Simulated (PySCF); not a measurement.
C₂H₉N₃Si, SMILES C/C=N/[SiH](N)N.

The structure is a stationary point at PBE0-D3(BJ)/def2-SVP. The structure was generated by enumeration; whether it is a known compound was not checked. Other conformers were not sampled.

Computed with TDA-PBE/def2-SVPD (PySCF).

Vertical excitations. Gas-phase values at a fixed geometry.

| state | energy (eV) | λ (nm) | f | main pairs |
|---|---|---|---|---|
| S1 | 4.11 | 302 | 0.003 | HOMO→LUMO 99 % |
| S2 | 4.44 | 279 | 0.004 | HOMO−1→LUMO 98 % |
| S3 | 4.88 | 254 | 0.050 | HOMO−2→LUMO 95 % |
| S4 | 5.46 | 227 | 0.002 | HOMO→LUMO+1 99 % |
| S5 | 5.85 | 212 | 0.072 | HOMO→LUMO+2 98 % |
| S6 | 5.91 | 210 | 0.006 | HOMO→LUMO+3 99 % |
| S7 | 6.00 | 207 | 0.037 | HOMO−1→LUMO+1 97 % |
| S8 | 6.25 | 198 | 0.028 | HOMO−2→LUMO+1 96 % |
| S9 | 6.32 | 196 | 0.005 | HOMO−1→LUMO+2 93 % |
| S10 | 6.44 | 192 | 0.066 | HOMO→LUMO+4 96 % |
| T1 | 3.56 | 348 | 0 | HOMO→LUMO 99 % |
| T2 | 4.34 | 286 | 0 | HOMO−1→LUMO 89 % |
| T3 | 4.51 | 275 | 0 | HOMO−2→LUMO 86 % |
| T4 | 5.33 | 233 | 0 | HOMO→LUMO+1 93 % |
Triplets are in the Tamm–Dancoff approximation.
